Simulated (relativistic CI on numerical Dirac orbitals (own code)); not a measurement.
## Slater and spin-orbit integrals, Al X

These numbers are calculated, not measured: Dirac-Coulomb-Breit CI, separate exchange-only KLI orbitals for each configuration, model QED, unscaled Slater integrals (own radial code, finite nucleus).

Slater integrals F^k, G^k are unscaled and averaged over j, outside the closed core 1s2; ζ comes from projecting the Hamiltonian with its Breit term on Σ l·s of the shell.

- 2s 2p: G^1(2s,2p) = 231460, ζ(2p) = 3572.7 cm⁻¹; <r>(2s) = 0.5221, <r^2>(2s) = 0.3187, <r>(2p) = 0.4577, <r^2>(2p) = 0.2534 (bohr units).
- 2p2: F^2(2p,2p) = 207230, ζ(2p) = 3500.9 cm⁻¹; <r>(2p) = 0.4602, <r^2>(2p) = 0.2562 (bohr units).
- 2p 3s: ζ(2p) = 3790.6, G^1(2p,3s) = 21753 cm⁻¹; <r>(2p) = 0.4502, <r^2>(2p) = 0.2454, <r>(3s) = 1.239, <r^2>(3s) = 1.74 (bohr units).

Averages of the first 10 configurations, taken without configuration mixing, which lowers the lowest level and can move excited configurations by several eV; other configurations of the list can lie among them:

| Configuration | Parity | States | Average energy above the lowest level (eV) |
| --- | --- | --- | --- |
| 2s2 | even | 1 | 4.2 |
| 2s 2p | odd | 12 | 24.6 |
| 2p2 | even | 15 | 54.0 |
| 2p 3s | odd | 12 | 255.4 |
| 2p 3p | even | 36 | 262.7 |
| 2s 3s | even | 4 | 231.7 |
| 2s 3p | odd | 12 | 239.8 |
| 2s 3d | even | 20 | 245.0 |
| 2s 4s | even | 4 | 307.2 |
| 2s 4p | odd | 12 | 310.4 |
